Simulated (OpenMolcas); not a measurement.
V2+ (d3) on a cation site of an ionic host was computed by SS-CASPT2, IPEA 0.25 Eh, imaginary shift 0.1 Eh with the d shell active (OpenMolcas, ANO-RCC-VTZP on the metal). Its lowest spin-free states, and all those of the highest spin:

```json
{"2S+1": "4", "Degeneracy": "1", "E (cm-1)": "0"}
{"2S+1": "4", "Degeneracy": "3", "E (cm-1)": "12740"}
{"2S+1": "2", "Degeneracy": "2", "E (cm-1)": "13220"}
{"2S+1": "2", "Degeneracy": "3", "E (cm-1)": "14000"}
{"2S+1": "4", "Degeneracy": "3", "E (cm-1)": "18770"}
{"2S+1": "2", "Degeneracy": "3", "E (cm-1)": "19000"}
{"2S+1": "2", "Degeneracy": "1", "E (cm-1)": "22740"}
{"2S+1": "2", "Degeneracy": "3", "E (cm-1)": "26660"}
{"2S+1": "2", "Degeneracy": "3", "E (cm-1)": "26850"}
{"2S+1": "2", "Degeneracy": "2", "E (cm-1)": "27470"}
{"2S+1": "4", "Degeneracy": "3", "E (cm-1)": "29040"}
{"2S+1": "2", "Degeneracy": "3", "E (cm-1)": "31680"}
```

Q: Is the site octahedral, tetrahedral or cube-like, axial, or of lower symmetry?

A: The states with 2S+1 = 4 have orbital degeneracies 1, 3, 3, 3. Threefold states need a cubic site. For d3 at this spin an octahedron puts the single A2 below the threefold T2 and a tetrahedron or cube puts the threefold T1 below the threefold T2, so the site is octahedral. The first gap at this spin, 12700 cm-1, is |10Dq| in ligand-field theory. The run had V2+ with its 6 nearest fluoride ions at 2.06 Å, on the Mg site of KMgF3 (a = 3.973 Å, distance in the model lattice 1.986 Å). The rest of the host is ab initio model potentials to 7.6 Å, with orthogonalisation functions on the cations behind the ligands, and point charges beyond; the distance is set by hand and nothing relaxes. Ligand basis ANO-RCC-VDZP.

Roots that are degenerate in the reference are averaged as groups; the widest CASPT2 spread within a group is 95 cm-1 (the 2-fold group of multiplicity 2 near 27500 cm-1 above the lowest state of its run). Shifts and gaps below about the spread of the groups concerned are not significant. Over all roots computed the reference weight is 0.74 to 0.75; a low but even weight reflects the number of correlated electrons. Ligand-to-metal charge-transfer states are missing. With no ligand orbital active B as a rule stays too high, so bands that hang on it stand too high and its fall with covalency is understated. With one d shell and no ligand orbital active, 10Dq can be off by tens of per cent for divalent 3d ions, low with halides held by bare charges and at times high in hosts. Free-ion shares, where given, are those of the reference states; single-state CASPT2 does not remix them. No measured value stands beside these numbers; the geometry was set by hand and not optimised.
